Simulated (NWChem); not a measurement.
Molecule: BI3; SMILES IB(I)I

Results from NWChem. Medium grid unless said otherwise, to which SCAN and Minnesota functionals are sensitive. Geometry: optimised at PBE0/def2-SVP. def2 effective core potentials on I; no spin-orbit coupling.

Order these by “orbital gap (eV)”, lowest first: PBE/def2-TZVPD; Hartree-Fock/def2-TZVPD; PBE0/def2-TZVPD; M06-2X/def2-TZVPD.

PBE/def2-TZVPD (3.01), PBE0/def2-TZVPD (4.86), M06-2X/def2-TZVPD (6.67), Hartree-Fock/def2-TZVPD (10.55)
